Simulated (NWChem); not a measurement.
GaH3Se; SMILES [GaH2][SeH]

Program: NWChem. Geometry: optimised at PBE0/def2-SVP. Static field.

Task: Estimate the computed values for PBE/def2-SVPD. Quantities: isotropic polarisability (bohr³); anisotropy (bohr³).

Result: The isotropic polarisability (bohr³) is 64.7. The anisotropy (bohr³) is 29.6.
